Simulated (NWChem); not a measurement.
The numbers come from NWChem runs, not from measurements. System: Br$_{2}$ (-1), charge -1, spin multiplicity 2, at a geometry optimised with UB3LYP/def2-SVP. The structure started from a generated list of species. Its SCF solution wasn't tested for a lower state. Level: UHF/def2-TZVPD.

The NWChem input:

```
start mol
memory heap 200 mb stack 800 mb global 1000 mb
charge -1
geometry units angstroms nocenter noautoz
  Br     0.000000     0.000000     1.495982
  Br     0.000000     0.000000    -1.495982
  symmetry group D2h
end
basis spherical
  * library def2-tzvpd
end
scf
  uhf
  nopen 1
  maxiter 100
  thresh 1e-7
  semidirect memsize 60000000 filesize 0
  # guess.movecs holds the orbitals of an unrestricted PBE0 run
  vectors input guess.movecs output mol.movecs
end
task scf energy
```

Output (cleaned and shortened):

```
             Northwest Computational Chemistry Package (NWChem) 7.3.0
             --------------------------------------------------------

                                NWChem Input Module
                                -------------------

 Scaling coordinates for geometry "geometry" by  1.889725989
 (inverse scale =  0.529177249)

 Turning off AUTOSYM since
 SYMMETRY directive was detected!

                             Geometry "geometry" -> ""
                             -------------------------

 Output coordinates in angstroms (scale by  1.889725989 to convert to a.u.)

  No.       Tag          Charge          X              Y              Z
 ---- ---------------- ---------- -------------- -------------- --------------
    1 Br                  35.0000     0.00000000     0.00000000     1.49598200
    2 Br                  35.0000     0.00000000     0.00000000    -1.49598200

 Effective nuclear repulsion energy (a.u.)     216.6610728019

            Nuclear Dipole moment (a.u.)
            ----------------------------
        X                 Y               Z
 ---------------- ---------------- ----------------
     0.0000000000     0.0000000000     0.0000000000

      Symmetry information
      --------------------

 Group name             D2h
 Group number             26
 Group order               8
 No. of unique centers     1

      Symmetry unique atoms

     1


 Summary of "ao basis" -> "" (spherical)
 ------------------------------------------------------------------------------
       Tag                 Description            Shells   Functions and Types
 ---------------- ------------------------------  ------  ---------------------
 *                         def2-tzvpd                 on all atoms

 Summary of "ao basis" -> "ao basis" (spherical)
 ------------------------------------------------------------------------------
       Tag                 Description            Shells   Functions and Types
 ---------------- ------------------------------  ------  ---------------------
 Br                        def2-tzvpd               19       57   7s6p5d1f

                                 NWChem SCF Module
                                 -----------------

  ao basis        = "ao basis"
  functions       =   114
  atoms           =     2
  alpha electrons =    36
  beta  electrons =    35
  charge          =  -1.00
  wavefunction    = UHF
  use symmetry    = T
  symmetry adapt  = T

 Summary of "ao basis" -> "ao basis" (spherical)
 ------------------------------------------------------------------------------
       Tag                 Description            Shells   Functions and Types
 ---------------- ------------------------------  ------  ---------------------
 Br                        def2-tzvpd               19       57   7s6p5d1f

      Symmetry analysis of basis
      --------------------------

        ag         25
        au          6
        b1g         6
        b1u        25
        b2g        13
        b2u        13
        b3g        13
        b3u        13

 Forming initial guess at       0.2s

   Symmetry analysis of molecular orbitals - initial alpha
   -------------------------------------------------------

  Numbering of irreducible representations:

     1 ag          2 au          3 b1g         4 b1u         5 b2g
     6 b2u         7 b3g         8 b3u

  Orbital symmetries:

     1 b1u         2 ag          3 b1u         4 ag          5 b1u
     6 ag          7 b3g         8 b2g         9 b3u        10 b2u
    11 b1u        12 ag         13 b1u        14 ag         15 b3g
    16 b2g        17 b2u        18 b3u        19 ag         20 b1u
    21 b3u        22 b2u        23 b3g        24 b2g        25 b1u
    26 au         27 ag         28 b1g        29 ag         30 b1u
    31 ag         32 b2u        33 b3u        34 b3g        35 b2g
    36 b1u        37 b1u        38 ag         39 b3u        40 b2u
    41 b2g        42 b3g        43 ag         44 ag         45 b1g
    46 b3u

   Symmetry analysis of molecular orbitals - initial beta
   ------------------------------------------------------

  Numbering of irreducible representations:

     1 ag          2 au          3 b1g         4 b1u         5 b2g
     6 b2u         7 b3g         8 b3u

  Orbital symmetries:

     1 b1u         2 ag          3 b1u         4 ag          5 b1u
     6 ag          7 b2g         8 b3g         9 b2u        10 b3u
    11 b1u        12 ag         13 b1u        14 ag         15 b3g
    16 b2g        17 b2u        18 b3u        19 ag         20 b1u
    21 b3u        22 b2u        23 b2g        24 b3g        25 b1u
    26 au         27 ag         28 b1g        29 ag         30 b1u
    31 ag         32 b2u        33 b3u        34 b2g        35 b3g
    36 b1u        37 b1u        38 b2u        39 b3u        40 ag
    41 b2g        42 b3g        43 ag         44 ag         45 b1g
    46 b3u

 Starting SCF solution at       0.2s

 ----------------------------------------------
         Quadratically convergent UHF

 Convergence threshold     :          1.000E-07
 Maximum no. of iterations :          100
 Integral*density screening:          1.000E-09
 ----------------------------------------------

              iter       energy          gnorm     gmax       time
             ----- ------------------- --------- --------- --------
                 1    -5144.8918549446  8.29D-01  2.89D-01      3.0
                 2    -5144.9068122547  1.31D-01  2.16D-02      3.1
                 3    -5144.9078577442  7.51D-03  2.18D-03      3.4
                 4    -5144.9078732192  2.21D-05  4.89D-06      3.8
[...]
   36    0.1376
   37    0.1898
   38    0.2096
   39    0.2096
   40    0.2144
   41    0.2171
   42    0.2171
   43    0.2874
   44    0.3617
   45    0.3617
   46    0.3927

                    UHF Final Alpha Molecular Orbital Analysis
                    ------------------------------------------

 Vector   34  Occ=1.000000D+00  E=-2.062285D-01  Symmetry=b2g
              MO Center= -1.2D-16, -2.4D-17,  5.4D-16, r^2= 4.0D+00
   Bfn.  Coefficient  Atom+Function         Bfn.  Coefficient  Atom+Function
  ----- ------------  ---------------      ----- ------------  ---------------
    17      0.379497  1 Br px                74     -0.379497  2 Br px
    11     -0.249720  1 Br px                68      0.249720  2 Br px
    20      0.242595  1 Br px                77     -0.242595  2 Br px
    14      0.222152  1 Br px                71     -0.222152  2 Br px

 Vector   35  Occ=1.000000D+00  E=-2.062285D-01  Symmetry=b3g
              MO Center= -2.7D-17,  5.1D-16,  6.6D-16, r^2= 4.0D+00
   Bfn.  Coefficient  Atom+Function         Bfn.  Coefficient  Atom+Function
  ----- ------------  ---------------      ----- ------------  ---------------
    18      0.379497  1 Br py                75     -0.379497  2 Br py
    12     -0.249720  1 Br py                69      0.249720  2 Br py
    21      0.242595  1 Br py                78     -0.242595  2 Br py
    15      0.222152  1 Br py                72     -0.222152  2 Br py

 Vector   36  Occ=1.000000D+00  E=-1.941235D-01  Symmetry=b1u
              MO Center=  5.4D-18, -1.2D-17,  5.4D-14, r^2= 4.3D+00
   Bfn.  Coefficient  Atom+Function         Bfn.  Coefficient  Atom+Function
  ----- ------------  ---------------      ----- ------------  ---------------
    19      0.413104  1 Br pz                76      0.413104  2 Br pz
    13     -0.263673  1 Br pz                70     -0.263673  2 Br pz
    22      0.250806  1 Br pz                79      0.250806  2 Br pz
    16      0.237372  1 Br pz                73      0.237372  2 Br pz

 Vector   37  Occ=0.000000D+00  E= 1.723488D-01  Symmetry=b1u
              MO Center=  4.0D-21,  7.2D-20,  2.5D-15, r^2= 2.7D+01
   Bfn.  Coefficient  Atom+Function         Bfn.  Coefficient  Atom+Function
  ----- ------------  ---------------      ----- ------------  ---------------
     7      1.896641  1 Br s                 64     -1.896641  2 Br s
    25     -1.453379  1 Br pz                82     -1.453379  2 Br pz
     6     -0.381182  1 Br s                 63      0.381182  2 Br s
    48      0.309676  1 Br d  0             105     -0.309676  2 Br d  0
    22     -0.192098  1 Br pz                79     -0.192098  2 Br pz

 Vector   38  Occ=0.000000D+00  E= 2.090228D-01  Symmetry=b2u
              MO Center=  1.7D-17,  2.7D-16, -9.5D-17, r^2= 1.8D+01
   Bfn.  Coefficient  Atom+Function         Bfn.  Coefficient  Atom+Function
  ----- ------------  ---------------      ----- ------------  ---------------
    24      0.729711  1 Br py                81      0.729711  2 Br py
    21     -0.428551  1 Br py                78     -0.428551  2 Br py

 Vector   39  Occ=0.000000D+00  E= 2.090228D-01  Symmetry=b3u
              MO Center=  6.5D-19,  3.0D-21, -4.9D-17, r^2= 1.8D+01
   Bfn.  Coefficient  Atom+Function         Bfn.  Coefficient  Atom+Function
  ----- ------------  ---------------      ----- ------------  ---------------
    23      0.729711  1 Br px                80      0.729711  2 Br px
    20     -0.428551  1 Br px                77     -0.428551  2 Br px

                     UHF Final Beta Molecular Orbital Analysis
                     -----------------------------------------

 Vector   33  Occ=1.000000D+00  E=-1.926975D-01  Symmetry=b2g
              MO Center= -9.8D-16,  4.6D-16,  4.4D-18, r^2= 4.0D+00
   Bfn.  Coefficient  Atom+Function         Bfn.  Coefficient  Atom+Function
  ----- ------------  ---------------      ----- ------------  ---------------
    17      0.370082  1 Br px                74     -0.370082  2 Br px
    20      0.255671  1 Br px                77     -0.255671  2 Br px
    11     -0.246768  1 Br px                68      0.246768  2 Br px
    14      0.219582  1 Br px                71     -0.219582  2 Br px

 Vector   34  Occ=1.000000D+00  E=-1.926975D-01  Symmetry=b3g
              MO Center=  3.4D-16,  7.8D-16, -4.6D-16, r^2= 4.0D+00
   Bfn.  Coefficient  Atom+Function         Bfn.  Coefficient  Atom+Function
  ----- ------------  ---------------      ----- ------------  ---------------
    18      0.370082  1 Br py                75     -0.370082  2 Br py
    21      0.255671  1 Br py                78     -0.255671  2 Br py
    12     -0.246768  1 Br py                69      0.246768  2 Br py
    15      0.219582  1 Br py                72     -0.219582  2 Br py

 Vector   35  Occ=1.000000D+00  E=-1.685358D-01  Symmetry=ag
              MO Center= -1.4D-14, -1.1D-14,  2.4D-14, r^2= 3.6D+00
   Bfn.  Coefficient  Atom+Function         Bfn.  Coefficient  Atom+Function
  ----- ------------  ---------------      ----- ------------  ---------------
    19      0.324647  1 Br pz                76     -0.324647  2 Br pz
    22      0.232641  1 Br pz                79     -0.232641  2 Br pz
    13     -0.216189  1 Br pz                70      0.216189  2 Br pz
    16      0.176441  1 Br pz                73     -0.176441  2 Br pz

 Vector   36  Occ=0.000000D+00  E= 1.376456D-01  Symmetry=b1u
              MO Center=  1.3D-19,  1.2D-19, -1.9D-15, r^2= 1.2D+01
   Bfn.  Coefficient  Atom+Function         Bfn.  Coefficient  Atom+Function
  ----- ------------  ---------------      ----- ------------  ---------------
     7      0.765533  1 Br s                 64     -0.765533  2 Br s
    25     -0.712048  1 Br pz                82     -0.712048  2 Br pz
    22     -0.349124  1 Br pz                79     -0.349124  2 Br pz
    19     -0.250037  1 Br pz                76     -0.250037  2 Br pz
    13      0.180866  1 Br pz                70      0.180866  2 Br pz

 Vector   37  Occ=0.000000D+00  E= 1.897992D-01  Symmetry=b1u
              MO Center= -5.2D-20, -5.9D-20,  2.0D-15, r^2= 2.0D+01
   Bfn.  Coefficient  Atom+Function         Bfn.  Coefficient  Atom+Function
  ----- ------------  ---------------      ----- ------------  ---------------
     7      1.883982  1 Br s                 64     -1.883982  2 Br s
    25     -1.308623  1 Br pz                82     -1.308623  2 Br pz
     6     -0.460561  1 Br s                 63      0.460561  2 Br s
    48      0.357218  1 Br d  0             105     -0.357218  2 Br d  0
    19      0.266652  1 Br pz                76      0.266652  2 Br pz

 Vector   38  Occ=0.000000D+00  E= 2.096042D-01  Symmetry=b2u
              MO Center= -2.8D-21, -6.3D-18, -1.7D-17, r^2= 1.8D+01
   Bfn.  Coefficient  Atom+Function         Bfn.  Coefficient  Atom+Function
  ----- ------------  ---------------      ----- ------------  ---------------
    24      0.730978  1 Br py                81      0.730978  2 Br py
    21     -0.435993  1 Br py                78     -0.435993  2 Br py

 center of mass
 --------------
 x =   0.00000000 y =   0.00000000 z =   0.00000000

 moments of inertia (a.u.)
 ------------------
        1277.370430775414           0.000000000000           0.000000000000
           0.000000000000        1277.370430775414           0.000000000000
           0.000000000000           0.000000000000           0.000000000000

  Mulliken analysis of the total density
  --------------------------------------

    Atom       Charge   Shell Charges
 -----------   ------   -------------------------------------------------------
    1 Br  35    35.50   2.00  2.00  1.16  0.78  0.99  1.02  0.04  6.00  5.94  1.23  2.72  1.52  0.08  8.99  1.02 -0.02  0.03  0.00  0.00
    2 Br  35    35.50   2.00  2.00  1.16  0.78  0.99  1.02  0.04  6.00  5.94  1.23  2.72  1.52  0.08  8.99  1.02 -0.02  0.03  0.00  0.00

  Mulliken analysis of the alpha density
  --------------------------------------

    Atom       Charge   Shell Charges
 -----------   ------   -------------------------------------------------------
    1 Br  35    18.00   1.00  1.00  0.58  0.39  0.50  0.51  0.02  3.00  2.97  0.69  1.52  0.77  0.03  4.49  0.51 -0.01  0.01  0.00  0.00
    2 Br  35    18.00   1.00  1.00  0.58  0.39  0.50  0.51  0.02  3.00  2.97  0.69  1.52  0.77  0.03  4.49  0.51 -0.01  0.01  0.00  0.00

   Mulliken analysis of the beta density
   -------------------------------------

    Atom       Charge   Shell Charges
 -----------   ------   -------------------------------------------------------
    1 Br  35    17.50   1.00  1.00  0.58  0.39  0.49  0.51  0.02  3.00  2.97  0.54  1.20  0.75  0.04  4.50  0.51 -0.01  0.02 -0.00  0.00
    2 Br  35    17.50   1.00  1.00  0.58  0.39  0.49  0.51  0.02  3.00  2.97  0.54  1.20  0.75  0.04  4.50  0.51 -0.01  0.02 -0.00  0.00

   Mulliken analysis of the spin density
   -------------------------------------

    Atom       Charge   Shell Charges
 -----------   ------   -------------------------------------------------------
    1 Br  35     0.50  -0.00  0.00  0.00 -0.00  0.02 -0.00 -0.00  0.00  0.00  0.15  0.32  0.02 -0.01 -0.00  0.00  0.00 -0.00  0.00  0.00
    2 Br  35     0.50  -0.00  0.00  0.00 -0.00  0.02 -0.00 -0.00  0.00  0.00  0.15  0.32  0.02 -0.01 -0.00  0.00  0.00 -0.00  0.00  0.00

       Multipole analysis of the density wrt the origin
       ------------------------------------------------

     L   x y z        total         alpha         beta         nuclear
     -   - - -        -----         -----         ----         -------
     0   0 0 0     -1.000000    -36.000000    -35.000000     70.000000

     1   1 0 0      0.000000     -0.000000      0.000000      0.000000
     1   0 1 0      0.000000     -0.000000      0.000000      0.000000
     1   0 0 1     -0.000000     -0.000000     -0.000000      0.000000

     2   2 0 0    -31.652086    -16.023258    -15.628828      0.000000
     2   1 1 0      0.000000     -0.000000      0.000000      0.000000
     2   1 0 1      0.000000      0.000000      0.000000      0.000000
     2   0 2 0    -31.652086    -16.023258    -15.628828      0.000000
     2   0 1 1     -0.000000     -0.000000      0.000000      0.000000
     2   0 0 2    -39.934936   -306.574754   -292.793654    559.433472

 Task  times  cpu:        4.6s     wall:        4.6s

 Total times  cpu:        4.6s     wall:        4.6s
```
